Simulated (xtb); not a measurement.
I₂, charge +1, doublet, geometry from GFN2-xTB (a state made from the parent by changing its charge; the spin is typed, not shown lowest); GFN-FF in xtb.

Here is a job for xtb.
```
$ xtb mol.xyz --gfnff --chrg 1 --uhf 1 --json

# file mol.xyz
2

I     -0.00000000    -0.00000000    -1.31100831
I      0.00000000     0.00000000     1.31100831
```

Predict the main parts of the log of this xtb run.


```
   ID    Z sym.   atoms
    1   53 I      1, 2

           -------------------------------------------------
          |                Calculation Setup                |
           -------------------------------------------------

          ==================== Thresholds ====================
          CN  :   150.00000
          rep :   500.00000
          disp:  2500.00000
          HB1 :   250.00000
          HB2 :   450.00000

          Pauling EN used:
          Z :53  EN :  2.66
          electric field strengths (au): 0.000

           -------------------------------------------------
          |           Force Field Initialization            |
           -------------------------------------------------

          distances ...
          ----------------------------------------
          generating topology and atomic info file ...
          pair mat ...
          computing topology distances matrix with Floyd-Warshall algo ...
          making topology EEQ charges ...
          #fragments for EEQ constrain: 1
          ----------------------------------------
          generating topology and atomic info file ...
          pair mat ...
          computing topology distances matrix with Floyd-Warshall algo ...
          making topology EEQ charges ...
          #fragments for EEQ constrain: 1
          rings ...
          # BATM   0
          # H in HB   0

  atom   neighbors  erfCN metchar sp-hybrid imet pi  qest     coordinates
    1  I       1    0.98   0.00         0    0    0   0.500   -0.000000   -0.000000   -2.477447
    2  I       1    0.98   0.00         0    0    0   0.500    0.000000    0.000000    2.477447

          #atoms :   2
          #bonds :   1
          #angl  :   0
          #tors  :   0
          #nmol  :   1
          #optfrag :   1
           -------------------------------------------------
          |                   G F N - F F                   |
          |          A general generic force-field          |
          |                  Version 1.0.3                  |
           -------------------------------------------------
          Number of HB bonds (bound hydrogen)     0
          Number of HB bonds (unbound hydrogen)   0
          Number of XB bonds                      0

         :::::::::::::::::::::::::::::::::::::::::::::::::::::
         ::                     SUMMARY                     ::
         :::::::::::::::::::::::::::::::::::::::::::::::::::::
         :: total energy               1.363191423264 Eh    ::
         :: gradient norm              0.036900853909 Eh/a0 ::
         ::.................................................::
         :: bond energy               -0.046641783684 Eh    ::
         :: angle energy               0.000000000000 Eh    ::
         :: torsion energy             0.000000000000 Eh    ::
         :: repulsion energy           0.014233086535 Eh    ::
         :: electrostat energy         1.396348786581 Eh    ::
         :: dispersion energy         -0.000748666167 Eh    ::
         :: HB energy                  0.000000000000 Eh    ::
         :: XB energy                  0.000000000000 Eh    ::
         :: bonded atm energy          0.000000000000 Eh    ::
         :: external energy            0.000000000000 Eh    ::
         :: add. restraining           0.000000000000 Eh    ::
         :: total charge               1.000000000000 e     ::
         :::::::::::::::::::::::::::::::::::::::::::::::::::::

           -------------------------------------------------
          |                Property Printout                |
           -------------------------------------------------

molecular dipole:
                 x           y           z       tot (Debye)
 q only:        0.000       0.000       0.000       0.000

           -------------------------------------------------
          | TOTAL ENERGY                1.363191423264 Eh   |
          | GRADIENT NORM               0.036900853909 Eh/α |
           -------------------------------------------------
########################################################################
[WARNING] Runtime exception occurred
-1- gfnff_setup: Could not read topology file.
########################################################################

normal termination of xtb
```
